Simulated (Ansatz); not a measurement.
Calculation: B3LYP-D3(BJ)/def2-TZVP (Ansatz, a first-principles code). No frequencies were computed at this level.

Ansatz 0.2 input:
```yaml
crystal:
  periodic: [false, false, false]
  atoms:
    - { symbol: C, position_ang: [-1.659845, -0.921988, 0.031657] }
    - { symbol: Si, position_ang: [-0.074681, -0.036716, -0.564387] }
    - { symbol: Si, position_ang: [-0.144566, 2.17481, 0.144264] }
    - { symbol: Si, position_ang: [1.770597, -1.274044, 0.11537] }
    - { symbol: H, position_ang: [-1.705183, -1.946088, -0.328666] }
    - { symbol: H, position_ang: [-2.555648, -0.414594, -0.315839] }
    - { symbol: H, position_ang: [-1.705262, -0.9563, 1.117177] }
    - { symbol: H, position_ang: [-0.164649, -0.074333, -2.042876] }
    - { symbol: H, position_ang: [1.013813, 2.928978, -0.342031] }
    - { symbol: H, position_ang: [-1.330277, 2.919898, -0.289783] }
    - { symbol: H, position_ang: [-0.120102, 2.27974, 1.607099] }
    - { symbol: H, position_ang: [3.019659, -0.683173, -0.372285] }
    - { symbol: H, position_ang: [1.773145, -2.668747, -0.33658] }
    - { symbol: H, position_ang: [1.883, -1.327443, 1.576878] }
basis:
  gaussian: { orbitals: def2-tzvp }
hamiltonian:
  xc: b3lyp
  dispersion: d3bj
relax:
  max_steps: 150
```

Output:

```
Functional definition: B3LYP
1403 factors; their error is unknown
mean field evaluation 1: about -24829.2007 eV, gradient 5.4e1 eV
mean field evaluation 2: about -24824.6877 eV, gradient 6.3e1 eV
mean field evaluation 4: about -24835.9595 eV, gradient 2.3e0 eV
mean field evaluation 8: about -24835.9774 eV, gradient 6.8e-2 eV
mean field evaluation 16: about -24836.0475 eV, gradient 7.9e-5 eV
mean field -24836.04754382 eV, -912.7079127576 hartree, gradient 7.9e-5 eV, S^2 0.000000; 0 other end points of the search recorded, 0 dependent functions left out
reference -24836.04788320 eV, -912.7079252298 hartree; 29, 29 occupied and 173, 173 virtual orbitals, 1403 factors
relax step   1: F+E_penalty+E_count = -24836.65950202 eV  Δ(F+E_penalty+E_count) = +0.000e0 eV  max|allowed force component| = 9.277e-1 eV/Å  Δτ_max = 0.0000 Å  (26 SCF iters, accepted)
these checks for a lower state are left out or cut short: starts, cluster_reference, orbital_swaps, neighbouring_geometries, increment
1403 factors; their error is unknown
mean field -24836.10522262 eV, -912.7100324145 hartree, gradient 8.2e-6 eV, S^2 0.000000; 0 other end points of the search recorded, 0 dependent functions left out
reference -24836.10556043 eV, -912.7100448289 hartree; 29, 29 occupied and 173, 173 virtual orbitals, 1403 factors
relax step   2: F+E_penalty+E_count = -24836.72120808 eV  Δ(F+E_penalty+E_count) = -6.171e-2 eV  max|allowed force component| = 3.200e-1 eV/Å  Δτ_max = 0.1429 Å  (28 SCF iters, accepted)
these checks for a lower state are left out or cut short: starts, cluster_reference, orbital_swaps, neighbouring_geometries, increment
1403 factors; their error is unknown
mean field -24836.13944584 eV, -912.7112900948 hartree, gradient 8.3e-6 eV, S^2 0.000000; 0 other end points of the search recorded, 0 dependent functions left out
reference -24836.13978538 eV, -912.7113025724 hartree; 29, 29 occupied and 173, 173 virtual orbitals, 1403 factors
relax step   3: F+E_penalty+E_count = -24836.75279098 eV  Δ(F+E_penalty+E_count) = -3.158e-2 eV  max|allowed force component| = 9.238e-2 eV/Å  Δτ_max = 0.0846 Å  (29 SCF iters, accepted)
these checks for a lower state are left out or cut short: starts, cluster_reference, orbital_swaps, neighbouring_geometries, increment
1403 factors; their error is unknown
mean field evaluation 32: about -24836.0641 eV, gradient 1.2e0 eV
mean field -24836.13996680 eV, -912.7113092397 hartree, gradient 8.2e-6 eV, S^2 0.000000; 0 other end points of the search recorded, 0 dependent functions left out
reference -24836.14030587 eV, -912.7113217003 hartree; 29, 29 occupied and 173, 173 virtual orbitals, 1403 factors
relax step   4: F+E_penalty+E_count = -24836.75428886 eV  Δ(F+E_penalty+E_count) = -1.498e-3 eV  max|allowed force component| = 1.205e-1 eV/Å  Δτ_max = 0.0285 Å  (30 SCF iters, accepted)
these checks for a lower state are left out or cut short: starts, cluster_reference, orbital_swaps, neighbouring_geometries, increment
1403 factors; their error is unknown
mean field -24836.14013300 eV, -912.7113153474 hartree, gradient 8.3e-6 eV, S^2 0.000000; 0 other end points of the search recorded, 0 dependent functions left out
reference -24836.14047185 eV, -912.7113278000 hartree; 29, 29 occupied and 173, 173 virtual orbitals, 1403 factors
relax step   5: F+E_penalty+E_count = -24836.75525492 eV  Δ(F+E_penalty+E_count) = -9.661e-4 eV  max|allowed force component| = 5.463e-2 eV/Å  Δτ_max = 0.0088 Å  (31 SCF iters, accepted)
these checks for a lower state are left out or cut short: starts, cluster_reference, orbital_swaps, neighbouring_geometries, increment
1403 factors; their error is unknown
mean field -24836.14084108 eV, -912.7113413687 hartree, gradient 8.3e-6 eV, S^2 0.000000; 0 other end points of the search recorded, 0 dependent functions left out
reference -24836.14117970 eV, -912.7113538128 hartree; 29, 29 occupied and 173, 173 virtual orbitals, 1403 factors
relax step   6: F+E_penalty+E_count = -24836.75612412 eV  Δ(F+E_penalty+E_count) = -8.692e-4 eV  max|allowed force component| = 9.338e-3 eV/Å  Δτ_max = 0.0243 Å  (31 SCF iters, accepted)
these checks for a lower state are left out or cut short: starts, cluster_reference, orbital_swaps, neighbouring_geometries, increment
1403 factors; their error is unknown
mean field -24836.14050415 eV, -912.7113289870 hartree, gradient 8.3e-6 eV, S^2 0.000000; 0 other end points of the search recorded, 0 dependent functions left out
reference -24836.14084251 eV, -912.7113414214 hartree; 29, 29 occupied and 173, 173 virtual orbitals, 1403 factors
relax step   7: F+E_penalty+E_count = -24836.75643241 eV  Δ(F+E_penalty+E_count) = -3.083e-4 eV  max|allowed force component| = 8.424e-3 eV/Å  Δτ_max = 0.0289 Å  (31 SCF iters, accepted)
1403 factors; their error is unknown
mean field evaluation 64: about -24835.8951 eV, gradient 7.3e0 eV
mean field -24836.14050415 eV, -912.7113289870 hartree, gradient 1.8e-5 eV, S^2 0.000000; 1 other end points of the search recorded, 0 dependent functions left out
reference -24836.14084251 eV, -912.7113414214 hartree; 29, 29 occupied and 173, 173 virtual orbitals, 1403 factors
Total energy: -24836.75677077 eV, -912.7339763673 hartree
Atom 0 at    -1.710912    -0.950337     0.030464 Å, force    -0.000566    -0.000253    -0.008424 eV/Å
Atom 1 at    -0.154664    -0.080916    -0.593432 Å, force     0.005243     0.002866     0.000641 eV/Å
Atom 2 at    -0.081857     2.139822     0.156434 Å, force     0.001981    -0.000798    -0.000462 eV/Å
Atom 3 at     1.774146    -1.202466     0.128436 Å, force     0.000334     0.002114    -0.000382 eV/Å
Atom 4 at    -1.750229    -1.979924    -0.328931 Å, force    -0.000789    -0.003764     0.001125 eV/Å
Atom 5 at    -2.608176    -0.434907    -0.315960 Å, force    -0.003599     0.001305     0.001165 eV/Å
Atom 6 at    -1.731620    -0.970993     1.121197 Å, force     0.001358     0.000717     0.004880 eV/Å
Atom 7 at    -0.151458    -0.066687    -2.081904 Å, force    -0.002362    -0.001261    -0.000567 eV/Å
Atom 8 at     1.128196     2.827684    -0.358089 Å, force    -0.003746     0.000168     0.001720 eV/Å
Atom 9 at    -1.279967     2.896201    -0.289376 Å, force     0.003286    -0.000435     0.001154 eV/Å
Atom 10 at    -0.041566     2.173343     1.640603 Å, force    -0.000411    -0.000086    -0.001865 eV/Å
Atom 11 at     2.994051    -0.532343    -0.386234 Å, force    -0.001835    -0.003282     0.001693 eV/Å
Atom 12 at     1.779624    -2.613511    -0.335513 Å, force     0.001369     0.003007     0.001181 eV/Å
Atom 13 at     1.834432    -1.204966     1.612304 Å, force    -0.000263    -0.000299    -0.001859 eV/Å
Dipole moment:    -0.176279    -0.097925     0.004600 e Å
```

Cost: around 80 core-seconds (rough).
